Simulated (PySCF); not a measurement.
Molfile (atoms numbered from 1):
```
C6H14O2
     RDKit          3D

 22 21  0  0  0  0  0  0  0  0999 V2000
   -1.3014    2.1909    0.5285 C   0  0  0  0  0  0  0  0  0  0  0  0
   -0.1494    1.4386    0.2692 O   0  0  0  0  0  0  0  0  0  0  0  0
   -0.3868    0.1276   -0.0861 C   0  0  0  0  0  0  0  0  0  0  0  0
   -1.0091   -0.5193    0.9937 O   0  0  0  0  0  0  0  0  0  0  0  0
   -1.7620   -1.6442    0.6621 C   0  0  0  0  0  0  0  0  0  0  0  0
    0.9441   -0.5198   -0.4664 C   0  0  0  0  0  0  0  0  0  0  0  0
    1.9075   -0.5189    0.7131 C   0  0  0  0  0  0  0  0  0  0  0  0
    1.5348    0.1514   -1.6989 C   0  0  0  0  0  0  0  0  0  0  0  0
   -1.8667    1.7877    1.3844 H   0  0  0  0  0  0  0  0  0  0  0  0
   -1.9721    2.2178   -0.3528 H   0  0  0  0  0  0  0  0  0  0  0  0
   -0.9803    3.2160    0.7572 H   0  0  0  0  0  0  0  0  0  0  0  0
   -1.0844    0.0882   -0.9599 H   0  0  0  0  0  0  0  0  0  0  0  0
   -1.1424   -2.4793    0.2836 H   0  0  0  0  0  0  0  0  0  0  0  0
   -2.2710   -1.9850    1.5745 H   0  0  0  0  0  0  0  0  0  0  0  0
   -2.5295   -1.4162   -0.1040 H   0  0  0  0  0  0  0  0  0  0  0  0
    0.7060   -1.5675   -0.7251 H   0  0  0  0  0  0  0  0  0  0  0  0
    1.4391   -0.9712    1.5988 H   0  0  0  0  0  0  0  0  0  0  0  0
    2.1938    0.5108    0.9735 H   0  0  0  0  0  0  0  0  0  0  0  0
    2.8215   -1.0833    0.4735 H   0  0  0  0  0  0  0  0  0  0  0  0
    0.8404    0.1139   -2.5537 H   0  0  0  0  0  0  0  0  0  0  0  0
    2.4707   -0.3401   -2.0050 H   0  0  0  0  0  0  0  0  0  0  0  0
    1.7526    1.2092   -1.4891 H   0  0  0  0  0  0  0  0  0  0  0  0
  1  2  1  0
  2  3  1  0
  3  4  1  0
  4  5  1  0
  3  6  1  0
  6  7  1  0
  6  8  1  0
  1  9  1  0
  1 10  1  0
  1 11  1  0
  3 12  1  0
  5 13  1  0
  5 14  1  0
  5 15  1  0
  6 16  1  0
  7 17  1  0
  7 18  1  0
  7 19  1  0
  8 20  1  0
  8 21  1  0
  8 22  1  0
M  END
```

Averaged over atoms made equivalent by symmetry, fast rotation or ring inversion, in vacuum, one computed conformer, non-relativistic. Coordinates at the PBE0-D3(BJ)/def2-SVP level; σ from GIAO-PBE0/pcSseg-1; PySCF 2.14.

References, each an isolated molecule treated in the same way: $^{13}$C (σref 184.41) and $^{1}$H (σref 31.27) vs TMS; $^{17}$O (σref 334.56) vs H2O.

| atoms | nucleus | count | Hirshfeld charge | δ (ppm) |
| --- | --- | --- | --- | --- |
| C3 | $^{13}$C | 1 | 0.11 | ? |
| C7/C8 | $^{13}$C | 2 | -0.12 | 16.8 |
| C1/C5 | $^{13}$C | 2 | -0.04 | 54.8 |
| O2/O4 | $^{17}$O | 2 | -0.13 | 53.7 |
| H9/H10/H11/H13/H14/H15 | $^{1}$H | 6 | 0.04 | 3.25 |
| H17/H18/H19/H20/H21/H22 | $^{1}$H | 6 | 0.04 | ? |
| H16 | $^{1}$H | 1 | 0.03 | ? |
| C6 | $^{13}$C | 1 | -0.03 | 30.0 |
| H12 | $^{1}$H | 1 | 0.02 | 3.54 |

Question: Complete the table.

Answer: 
- C3: 110.4 ppm, sp3 carbon bearing two oxygens; 2 electronegative neighbours deshield it
- H16: 1.54 ppm, hydrogen on an sp3 CH
- H17/H18/H19/H20/H21/H22: 0.89 ppm, hydrogen on a methyl carbon; far from electronegative atoms and π systems

Shifts are as computed. Against solution values, carbons near 30 ppm lie about +2 ppm off and those near 130 ppm about +5 ppm. Of 1211 compounds with measured shifts, 218 miss one by over three times the rms of a fit or turn the order of signals round; such compounds aren't used in these exercises. Experimental scales use liquid or dissolved standards, which lie at an offset from isolated H2O (liquid H2O: subtract about 36 ppm).
